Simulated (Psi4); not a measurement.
H₂F₃NSn (SMILES [NH2][Sn]([F])([F])[F]), singlet, at a GFN2-xTB geometry (such geometries of metal compounds can be far from the true shape) (core potentials on Sn); PBE/def2-TZVPD (Psi4).

Psi4 was given this input:
```
memory 2 GB

molecule mol {
0 1
N     1.967147   -0.372667   -0.207455
Sn    0.017125   -0.004032   -0.004713
F    -1.043183   -0.933323   -1.280888
F    -0.410286    1.854372   -0.266650
F    -0.703853   -0.562717    1.695725
H     2.303607   -0.917395    0.583672
H     2.486000    0.502689   -0.229526
}

set {
  basis def2-tzvpd
  reference rks
}

energy('pbe')
print_variables()
```

Output, abridged:

```
   => Loading Basis Set <=

    Name: DEF2-TZVPD
    Role: ORBITAL
    Keyword: BASIS

    !!!  WARNING: ECP capability is in beta. Please check occupations closely.  !!!

         ---------------------------------------------------------
                                   SCF
               by Justin Turney, Rob Parrish, Andy Simmonett
                          and Daniel G. A. Smith
                              RKS Reference
         ---------------------------------------------------------

  ==> Geometry <==

    Molecular point group: c1
    Full point group: C1

    Geometry (in Angstrom), charge = 0, multiplicity = 1:

       Center              X                  Y                   Z               Mass
    ------------   -----------------  -----------------  -----------------  -----------------
         N            2.001147043857    -0.376232567269    -0.205910944495    14.003074004430
         SN           0.051125043857    -0.007597567269    -0.003168944495   119.902201630000
         F           -1.009182956143    -0.936888567269    -1.279343944495    18.998403162730
         F           -0.376285956143     1.850806432731    -0.265105944495    18.998403162730
         F           -0.669852956143    -0.566282567269     1.697269055505    18.998403162730
         H            2.337607043857    -0.920960567269     0.585216055505     1.007825032230
         H            2.520000043857     0.499123432731    -0.227981944495     1.007825032230

  Running in c1 symmetry.

  Rotational constants: A =      0.09415  B =      0.09169  C =      0.08734 [cm^-1]
  Rotational constants: A =   2822.57989  B =   2748.79515  C =   2618.46065 [MHz]
  Nuclear repulsion =  302.016065467921635

  Charge       = 0
  Multiplicity = 1
  Electrons    = 58
  Nalpha       = 29
  Nbeta        = 29

  ==> Algorithm <==

  SCF Algorithm Type is DF.
  DIIS enabled.
  MOM disabled.
  Fractional occupation disabled.
  Guess Type is SAD.
  Energy threshold   = 1.00e-06
  Density threshold  = 1.00e-06
  Integral threshold = 1.00e-12

  ==> Primary Basis <==

  Basis Set: DEF2-TZVPD
    Blend: DEF2-TZVPD
    Number of shells: 83
    Number of basis functions: 231
    Number of Cartesian functions: 265
    Spherical Harmonics?: true
    Max angular momentum: 3

  Core potential: DEF2-TZVPD
    Number of shells: 4
    Number of ECP primitives: 18
    Number of ECP core electrons: 28
    Max angular momentum: 3

  ==> DFT Potential <==

   => LibXC <=

    Version 7.1.2
[...]
   @DF-RKS iter   5:  -569.69908716750524   -2.55086e-03   7.99275e-04 ADIIS/DIIS
   @DF-RKS iter   6:  -569.71015935714627   -1.10722e-02   1.06725e-04 ADIIS/DIIS
   @DF-RKS iter   7:  -569.71028750158348   -1.28144e-04   6.97132e-05 DIIS
   @DF-RKS iter   8:  -569.71037104121956   -8.35396e-05   1.63108e-05 DIIS
   @DF-RKS iter   9:  -569.71037509727648   -4.05606e-06   3.03516e-06 DIIS
   @DF-RKS iter  10:  -569.71037529762270   -2.00346e-07   8.22934e-07 DIIS
  Energy and wave function converged.

  ==> Post-Iterations <==

   Electrons on quadrature grid:
      Ntotal   =   58.0000028559 ; deviation = 2.856e-06

    Orbital Energies [Eh]
    ---------------------

    Doubly Occupied:

[...]
    Virtual:

[...]
     231A    113.629891

    Final Occupation by Irrep:
              A
    DOCC [    29 ]
    NA   [    29 ]
    NB   [    29 ]

  @DF-RKS Final Energy:  -569.71037529762270

   => Energetics <=

    Nuclear Repulsion Energy =            302.0160654679216350
    One-Electron Energy =               -1472.4174686356959683
    Two-Electron Energy =                 657.5359197268928710
    DFT Exchange-Correlation Energy =     -56.8448918567412846
    Empirical Dispersion Energy =           0.0000000000000000
    VV10 Nonlocal Energy =                  0.0000000000000000
    Total Energy =                       -569.7103752976227042

Computation Completed

Properties will be evaluated at   0.000000,   0.000000,   0.000000 [a0]

Properties computed using the SCF density matrix

 Multipole Moments:

 ------------------------------------------------------------------------------------
     Multipole            Electronic (a.u.)      Nuclear  (a.u.)        Total (a.u.)
 ------------------------------------------------------------------------------------

 L = 1.  Multiply by 2.5417464519 to convert [e a0] to [Debye]
 Dipole X            :         -1.3732625            2.8203984            1.4471359
 Dipole Y            :          0.1422130           -0.1774338           -0.0352208
 Dipole Z            :         -0.1686537            0.4185993            0.2499456
 Magnitude           :                                                    1.4689845

 ------------------------------------------------------------------------------------

  Variable Map:
  ----------------------------------------------------------------------------
[...]
  Array Variable Map:
  ----------------------------------------------------------------------------
[...]
[...]
```
